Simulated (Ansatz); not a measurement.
The same path of C₂H₉NSSi₂ (15 atoms, charge 0, multiplicity 1) was run twice with different band settings. The coordinate that changes most is the dihedral C2–Si5–S6–H15.

All numbers below come from RKS revPBE-D4/STO-3G (Ansatz).

Relaxed end points:

```xyz
15
Properties=species:S:1:pos:R:3
N -1.304 1.196 1.166
C -0.438 0.241 0.500
C -0.645 -1.108 0.520
Si 0.505 -2.391 -0.175
Si 1.025 1.145 -0.290
S 0.258 3.115 -0.691
H -1.225 2.132 0.638
H -2.313 0.873 1.175
H -1.570 -1.468 1.007
H 0.242 -2.646 -1.590
H 1.893 -1.958 -0.061
H 0.343 -3.650 0.541
H 2.155 1.284 0.622
H 1.462 0.481 -1.515
H -0.409 2.705 -1.818
```

```xyz
15
Properties=species:S:1:pos:R:3
N -1.475 1.172 0.827
C -0.542 0.197 0.293
C -0.660 -1.147 0.498
Si 0.569 -2.434 -0.025
Si 0.868 1.071 -0.626
S 0.131 3.064 -0.964
H -1.439 2.041 0.190
H -2.463 0.790 0.861
H -1.563 -1.497 1.032
H 0.118 -3.165 -1.208
H 1.847 -1.810 -0.344
H 0.777 -3.410 1.040
H 2.114 1.096 0.138
H 1.107 0.452 -1.924
H 0.589 3.528 0.242
```

Common settings: movable images 5; climbing image yes; optimiser quadratic models (default); start path through a guess of the saddle point; force threshold 0.05 eV/Å; iteration limit 60; end points relaxed.

| run | spring |
| --- | --- |
| 1 | 5.0 eV/Å² |
| 2 | 2.0 to 10.0 eV/Å², energy-weighted |

(1) What does each run give, and how far can it be trusted?

Answers

(1) Run 1: converged after 33 iterations, highest image 0.185 eV above the first end. A vibrational analysis at the climbing image gives one clearly imaginary mode, 197i cm⁻¹: a first-order saddle point.
Run 2: converged after 32 iterations, highest image 0.184 eV above the first end. Another band between the same ends (5 images) ends at a top of the same energy, where a vibrational analysis finds 1 clearly imaginary mode.
Limits of this set-up: minimal basis.
